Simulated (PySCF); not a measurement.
A TDDFT job was run through a driver script with this input:

```
{"job": {"kind": "uv", "xc": "CAM-B3LYP", "basis": "def2-SVPD", "nstates": 8, "ntriplets": 3}, "charge": 0, "multiplicity": 1}
Br     3.022309     0.148148    -1.256418
B      1.720510    -0.854304    -0.367399
C      0.253296    -0.368811    -0.333653
C     -0.265059     0.740411    -1.234896
C     -0.585977     1.563221    -0.244322
C     -0.170965     0.617345     0.852393
C     -1.189960    -0.435012     1.200642
C     -0.865143    -1.245890     0.200908
H      2.063940    -1.818754     0.205472
H     -0.328432     0.778412    -2.305615
H     -1.014205     2.545140    -0.179376
H      0.513614     0.965454     1.619046
H     -1.921905    -0.450280     1.985890
H     -1.232701    -2.185553    -0.164838
```

The program printed:

```
coarse grid: 58424 points
cycle   1  E = -2830.6059146130  dE =  6.157e-01  |g| = 3.223e-01  |ddm| = 7.646e+00
cycle   2  E = -2830.6254233335  dE = -1.951e-02  |g| = 2.192e-01  |ddm| = 1.368e+00
cycle   3  E = -2830.6375527239  dE = -1.213e-02  |g| = 5.294e-02  |ddm| = 6.112e-01
cycle   4  E = -2830.6382977925  dE = -7.451e-04  |g| = 1.456e-02  |ddm| = 1.875e-01
cycle   5  E = -2830.6383418316  dE = -4.404e-05  |g| = 4.416e-03  |ddm| = 4.455e-02
cycle   6  E = -2830.6383467228  dE = -4.891e-06  |g| = 1.147e-03  |ddm| = 1.261e-02
final grid: 123768 points
cycle   7  E = -2830.6383101632  dE = -3.568e-08  |g| = 1.416e-03  |ddm| = 1.065e-02
cycle   8  E = -2830.6383096535  dE =  5.097e-07  |g| = 2.018e-03  |ddm| = 7.421e-03
cycle   9  E = -2830.6383106686  dE = -1.015e-06  |g| = 1.634e-04  |ddm| = 4.225e-03
cycle  10  E = -2830.6383106757  dE = -7.094e-09  |g| = 3.788e-05  |ddm| = 4.316e-04
cycle  11  E = -2830.6383106765  dE = -8.486e-10  |g| = 1.432e-05  |ddm| = 1.854e-04
converged SCF energy = -2830.6383106765

Static polarisability (au): isotropic 93.917, principal 78.293 90.596 112.864

Singlet excitations
state   eV       nm        f      main configurations
  1   4.8481    255.7   0.00093   H->L 0.50, H-2->L 0.46
  2   5.0835    243.9   0.00040   H-2->L 0.48, H->L 0.45
  3   5.4825    226.1   0.06665   H-1->L 0.93
  4   5.6444    219.7   0.00089   H->L+1 0.91
  5   6.1775    200.7   0.01225   H-1->L+1 0.68, H-3->L 0.15
  6   6.3799    194.3   0.06803   H-3->L 0.39, H-4->L 0.39, H-1->L+1 0.10
  7   6.4257    193.0   0.06823   H-4->L 0.51, H-3->L 0.34
  8   6.7472    183.8   0.00845   H-2->L+1 0.54, H-3->L+1 0.17, H-5->L+1 0.09

Triplet excitations (Tamm-Dancoff, eV): 3.9018 4.2669 4.6040
```

Method used: TDDFT CAM-B3LYP/def2-SVPD, vertical, gas phase, core orbitals frozen in the response in PySCF 2.14.0, density-fitted response routines. Geometry: GFN2-xTB, one conformer, isolated molecule. Relativistic effects, spin–orbit coupling among them, are left out although an element past zinc is present.

Problem. What transition dipole goes with state 7?

Solution. |μ|² = 3f / (2ΔE) = 3 × 0.0682 / (2 × 0.2361) = 0.433 au, so |μ| = 1.67 D.

Problem. What is the gap between the lowest singlet and the lowest triplet?

Solution. 4.8481 − 3.9018 = 0.9463 eV (full response against Tamm–Dancoff).

Problem. Which orbital energies lie behind H and L?

Solution. HOMO -8.45 eV and LUMO -0.45 eV, a gap of 8.00 eV; state 1 differs from that by -3.16 eV.

Problem. Give the energy of state 8 in hartree, cm⁻¹ and kJ/mol.

Solution. 0.24795 hartree, 54420 cm⁻¹, 651.0 kJ/mol.

Problem. How much of the mean polarisability do the listed states account for?

Solution. The sum over states Σ f/ΔE² (ΔE in hartree) gives 4.54 au, 5% of the total; the rest comes from higher roots of the same response equations.

Problem. Write the structure that the coordinates describe.

Solution. `C1[C@]2(BBr)C=C[C@@H]2C=1` (C6H6BBr), point group C1.

The SCF starts on a coarse grid; the energy jumps when the final grid takes over, and dE counts afresh there. H and L stand for HOMO and LUMO.

The values belong to the conformer `[Br:1][BH:2][C@:3]12[CH:4]=[CH:5][C@H:6]1[CH:7]=[CH:8]2`: Br1–B2–C3–C4 13°.
